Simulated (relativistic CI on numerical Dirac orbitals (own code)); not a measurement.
## Sensitivity of the levels of Pt40+ to α and to the nuclear radius

Computed by Dirac-Coulomb-Breit CI, orbitals from a KLI potential per configuration, derivatives by finite differences, unscaled Slater integrals, QED left out (own radial code, finite nucleus).

Configurations in the expansion (outside the closed core [Ar] 3d10): 4s²4p⁶4d², 4s²4p⁶4d4f, 4s²4p⁵4d³, 4s4p⁶4d²4f, 4s²4p⁶4f5s, 4s²4p⁶4f², 4s4p⁶4f³, 4p⁶4d⁴, 4p⁵4d⁵. Double excitations out of closed p, d and f shells are left out; levels of such configurations are missing from the list, as are those of other unlisted configurations, and high levels can miss mixing partners.

With x = (α/α₀)² − 1 an excitation energy changes as ω = ω₀ + qx; K = 2q/ω₀ is the relative enhancement. Terms are leading LS components, so labels can repeat. The field-shift factor is F = δν/δ⟨r²⟩ for the transition from the lowest level.

Lowest level 4s²4p⁶4d² ³F2.

```tsv
Level	ω₀ (cm⁻¹)	q (cm⁻¹)	K	F (GHz/fm²)
4s²4p⁶4d² ³P0	73193	6771	0.185	0.457
4s²4p⁶4d² ³F3	189037	203300	2.15	6.71
4s²4p⁶4d² ³P2	224125	202400	1.81	6.99
4s²4p⁶4d² ³P1	236635	204400	1.73	7.14
4s²4p⁶4d² ¹G4	237621	207900	1.75	7.23
4s²4p⁶4d² ³F4	408024	403100	1.98	13.6
4s²4p⁶4d² ³P2	432491	408400	1.89	13.9
4s²4p⁶4d² ¹S0	511016	403400	1.58	13.7
4s²4p⁵4d³ ³D°2	1365827	78160	0.114	11.9
4s²4p⁵4d³ ⁵D°1	1380910	90100	0.13	12.8
4s²4p⁵4d³ ⁵D°0	1397930	82710	0.118	13.6
4s²4p⁵4d³ ³F°3	1410950	78140	0.111	11.4
4s²4p⁵4d³ ⁵F°3	1519440	271100	0.357	17.9
4s²4p⁵4d³ ⁵S°2	1538961	279100	0.363	17.8
4s²4p⁵4d³ ⁵G°4	1542383	278400	0.361	17.7
4s²4p⁵4d³ ³F°2	1559254	280500	0.36	19.3
4s²4p⁵4d³ ⁵D°1	1567087	278900	0.356	18.5
4s²4p⁵4d³ ³G°5	1574326	280400	0.356	17.6
4s²4p⁵4d³ ³G°3	1578163	277600	0.352	19.5
4s²4p⁵4d³ ³F°4	1580229	276100	0.349	19.2
4s²4p⁵4d³ ³P°0	1582128	264800	0.335	18.8
4s²4p⁵4d³ ³H°6	1585267	271200	0.342	16.9
4s²4p⁵4d³ ³G°4	1610301	278400	0.346	18.8
```

At this charge energies of transitions that change n are usually good to better than 1 %, and those within a shell (Δn = 0) to a few per cent. Terms inside the open d or f shell come out 10 to 20 % too wide with unscaled integrals.
